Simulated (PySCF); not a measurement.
# Diatomics of Ni with the halogens

PBE0 with triple-zeta basis sets in PySCF, for the lowest determinant that a PBE0 search found; no spin–orbit coupling. De refers to high-spin ground-configuration atoms. A positive dipole means M(−)Ni(+).

```
 M        basis  state (unpaired electrons)  Re (Å)  ωe (cm⁻¹)  De (eV)  μ (D)
 F   def2-TZVPP               doublet (π ↑)   1.749        622      n/a   4.98
Cl  def2-TZVPPD               doublet (π ↑)   2.079        406      n/a   5.16
 I   def2-TZVPP               doublet (δ ↑)   2.374        269      n/a   4.60
```

The shortest bond is that of NiF (1.749 Å), the longest that of NiI (2.374 Å).

The rows differ in basis set, which adds steps of its own.

The state changes along the series, so neighbouring rows are not always alike in their bonding.

De is left out where the level can put another filling of the metal’s s and d shells below the measured ground configuration, by anything from nothing to about 1 eV. These are scalar-relativistic numbers at best; spin–orbit coupling would shift them, the dissociation energy most. With d or f electrons several states lie close, and the lowest PBE0 determinant need not be the measured ground state.
